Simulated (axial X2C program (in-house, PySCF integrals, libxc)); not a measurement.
**Outer orbitals of AsN at 1.602 Å, TPSS**

Computed with an in-house relativistic program for diatomic molecules. Spin-free means the one-electron spin-free X2C Hamiltonian; two-component (2c) means X2C with spin–orbit coupling and atomic mean-field two-electron Coulomb and Gaunt terms, so the difference of the two also holds small scalar two-electron terms. Basis: As dyall-cv3z [9s9p6d4f1g], N dyall-av3z [7s7p3d2f] (cores contracted in-house); Gaussian nuclei, density fitting, unrestricted open shells. Masses: As 74.922 u, N 14.003 u.

The distance is close to the 2c PBE0 minimum; the highest filled and lowest empty levels are listed.

Spin-free orbitals, state M_S = 0, Λ = 0 (closed shell) (Löwdin shares):

```json
{"symmetry": "σα", "occupied": "yes", "ε (eV)": "-21.02", "atomic character": "53% N s, 21% As s, 10% As p"}
{"symmetry": "σα", "occupied": "yes", "ε (eV)": "-13.01", "atomic character": "40% As s, 18% N p, 17% N s"}
{"symmetry": "π-α", "occupied": "yes", "ε (eV)": "-7.84", "atomic character": "57% N p, 36% As p, 3% N d"}
{"symmetry": "π+α", "occupied": "yes", "ε (eV)": "-7.84", "atomic character": "57% N p, 36% As p, 3% N d"}
{"symmetry": "σα", "occupied": "yes", "ε (eV)": "-7.51", "atomic character": "57% N p, 24% As p, 11% N s"}
{"symmetry": "π-α", "occupied": "no", "ε (eV)": "-3.29", "atomic character": "43% As p, 33% N p, 13% As d"}
{"symmetry": "π+α", "occupied": "no", "ε (eV)": "-3.29", "atomic character": "43% As p, 33% N p, 13% As d"}
{"symmetry": "σα", "occupied": "no", "ε (eV)": "0.33", "atomic character": "39% N s, 28% As p, 24% As d"}
{"symmetry": "σα", "occupied": "no", "ε (eV)": "0.53", "atomic character": "34% N s, 28% N p, 25% As p"}
```

One partner of each degenerate Kramers or spin pair is listed.

Spinors with spin–orbit coupling (state Ω = 0):

```tsv
ω	occupied	ε (eV)	atomic character	λ mixture
1/2	yes	-21.02	53% N s, 22% As s, 10% As p	100% σ
1/2	yes	-13.01	40% As s, 18% N p, 17% N s	100% σ
1/2	yes	-7.89	56% N p, 37% As p, 3% N d	98% π, 2% σ
3/2	yes	-7.79	58% N p, 36% As p, 3% N d	100% π
1/2	yes	-7.50	57% N p, 24% As p, 11% N s	98% σ, 2% π
1/2	no	-3.33	42% As p, 34% N p, 13% As d	100% π
3/2	no	-3.24	43% As p, 32% N p, 13% As d	100% π
1/2	no	0.33	34% N s, 31% As p, 24% As d	100% σ
1/2	no	0.58	37% N s, 28% N p, 21% As p	100% σ
```

One partner of each degenerate Kramers or spin pair is listed.

(1) How does the gap between the highest filled and lowest empty level change from the spin-free to the 2c table?

Mulliken charges and populations of the two-component result (they depend on the basis, above all on diffuse functions):

As 0.58 e (s 7.80 p 14.53 d 10.07 f 0.01), N -0.58 e (s 3.95 p 3.56 d 0.07 f 0.01).

One determinant describes the state; a PBE0 search over occupations chose it and may have missed a lower one.

Results:

(1) From 4.22 to 4.17 eV at TPSS, a change of -0.05 eV.
